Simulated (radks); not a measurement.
The numbers below are computed, except where a source is named.
All-electron atom: Yb3+ in [Xe] 4f12.75 6s0.25 (fractional occupations, a model configuration).

Level of theory: scalar-relativistic Kohn-Sham, PW91, spin-polarised, spherical densities, point nucleus; open shells are filled with parallel spins first (spin-orbit coupling, left out, can overturn this in heavy ions) (a radial shooting solver on a logarithmic mesh with Libxc functionals).

Energy parts (eV):
| part | energy |
|---|---|
| total | -382579.23 |
| kinetic | 416990.52 |
| electron-nucleus | -939384.19 |
| Hartree | 147789.63 |
| exchange-correlation | -7975.19 |

Orbitals (lengths in bohr, moments of r in powers of bohr; <r^-3> diverges for s and p1/2):
| orbital | occ. | eigenvalue (eV) | <r^2> | <r^-3> | <1/r> |
|---|---|---|---|---|---|
| 1s up | 1 | -61287.40 | 0.0005297 | - | 80.67 |
| 1s down | 1 | -61287.39 | 0.0005297 | - | 80.67 |
| 2s up | 1 | -10414.21 | 0.008208 | - | 18.80 |
| 2s down | 1 | -10414.19 | 0.008208 | - | 18.80 |
| 2p up | 3 | -9182.291 | 0.006714 | 15980 | 17.26 |
| 2p down | 3 | -9182.276 | 0.006714 | 15980 | 17.26 |
| 3s up | 1 | -2376.778 | 0.05369 | - | 6.946 |
| 3s down | 1 | -2376.180 | 0.05367 | - | 6.947 |
| 3p up | 3 | -2005.506 | 0.05421 | 3485 | 6.465 |
| 3p down | 3 | -2004.907 | 0.05419 | 3486 | 6.466 |
| 3d up | 5 | -1553.539 | 0.04511 | 457.8 | 6.122 |
| 3d down | 5 | -1553.081 | 0.04509 | 458.0 | 6.123 |
| 4s up | 1 | -497.8717 | 0.2682 | - | 2.939 |
| 4s down | 1 | -496.6685 | 0.2682 | - | 2.938 |
| 4p up | 3 | -375.8622 | 0.3047 | 793.6 | 2.682 |
| 4p down | 3 | -374.6832 | 0.3048 | 793.1 | 2.682 |
| 4d up | 5 | -215.3096 | 0.3614 | 88.03 | 2.374 |
| 4d down | 5 | -214.1560 | 0.3618 | 87.94 | 2.373 |
| 4f up | 7 | -39.2005 | 0.6743 | 13.23 | 1.808 |
| 4f down | 5.75 | -38.1524 | 0.6850 | 13.14 | 1.801 |
| 5s up | 1 | -88.0045 | 1.563 | - | 1.125 |
| 5s down | 1 | -87.4466 | 1.569 | - | 1.123 |
| 5p up | 3 | -59.0025 | 2.151 | 106.5 | 0.9458 |
| 5p down | 3 | -58.5622 | 2.160 | 105.7 | 0.9432 |
| 5d up | 0 | -26.3132 | 4.705 | 5.828 | 0.6325 |
| 5d down | 0 | -26.0266 | 4.697 | 5.770 | 0.6307 |
| 6s up | 0.25 | -25.1279 | 9.317 | - | 0.4416 |
| 6s down | 0 | -24.8542 | 9.009 | - | 0.4464 |
| 6p up | 0 | -18.9678 | 13.55 | 16.65 | 0.3644 |

The highest occupied level is 6s up at -25.128 eV. The configuration is held as typed, so some empty levels lie below it. The density falls to 0.001 e/bohr^3 at r = 3.32 bohr.
